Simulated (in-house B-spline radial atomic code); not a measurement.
# Ionising neutral nitrogen with different functionals

Computed with a radial B-spline atomic code at the basis-set limit: scalar-relativistic (spin-free X2C) Hamiltonian, Fermi nucleus of rms radius 2.5582 fm, spin-polarised at highest spin, spherical fractional occupations for the functionals, the average over the highest-spin determinants for Hartree-Fock. The ionisation energy is the difference of two self-consistent energies, [He] 2s2 2p3 → [He] 2s2 2p2, without Breit or QED terms; ε is the level of the shell that loses the electron (its least bound occupied spin orbital).

Hybrids are left out here: with spherical fractional occupations of an open shell their exact exchange keeps a self-interaction that integer-occupation calculations don't have.

```tsv
method	rung	ΔSCF (eV)	-ε(2p) (eV)
Hartree-Fock	Hartree-Fock	14.00	15.53
LDA VWN5	LDA	15.00	8.40
LDA PW92	LDA	14.99	8.39
LDA exchange-only	LDA	14.00	7.51
PBE	GGA	14.90	8.30
PBEsol	GGA	14.85	8.25
BLYP	GGA	14.73	8.08
RPBE	GGA	14.87	8.26
PW91	GGA	14.99	8.37
BP86	GGA	14.94	8.34
AM05	GGA	14.84	8.24
OLYP	GGA	14.83	8.16
TPSS	meta-GGA	15.07	8.46
SCAN	meta-GGA	15.48	8.90
r2SCAN	meta-GGA	15.47	8.89
revTPSS	meta-GGA	15.01	8.42
```

How do they compare with the NIST value?

NIST lists 14.534 eV (measured, ground level to ground level). Errors run from -0.54 to +0.95 eV; BLYP is closest (+0.19 eV), but part of that can be cancellation, since the calculations leave out spin-orbit coupling, Breit-QED terms, multiplet and fine-structure energies. Hartree-Fock also lacks correlation.
